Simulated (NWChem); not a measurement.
CdTe; SMILES [Cd]=[Te]

Results from NWChem. def2 effective core potentials on Cd, Te; no spin-orbit coupling. Each level has its own optimisation; frequencies are unscaled.

| level | r Cd–Te (Å) | highest harmonic frequency (cm⁻¹) | zero-point energy (kcal/mol) |
|---|---|---|---|
| Hartree-Fock/STO-3G (all-electron, non-relativistic) | … | … | 0.4 |
| CAM-B3LYP/def2-SVP (core potentials) | 2.565 | 201 | 0.3 |
| B3LYP/3-21G (all-electron, non-relativistic) | 2.657 | 186 | 0.3 |
| PBE0-D3(BJ)/def2-TZVP (core potentials) | 2.548 | 204 | 0.3 |

Task: Some entries are withheld; supply them.

Result: 
- Hartree-Fock/STO-3G (all-electron, non-relativistic), r Cd–Te (Å): 2.386
- Hartree-Fock/STO-3G (all-electron, non-relativistic), highest harmonic frequency (cm⁻¹): 284
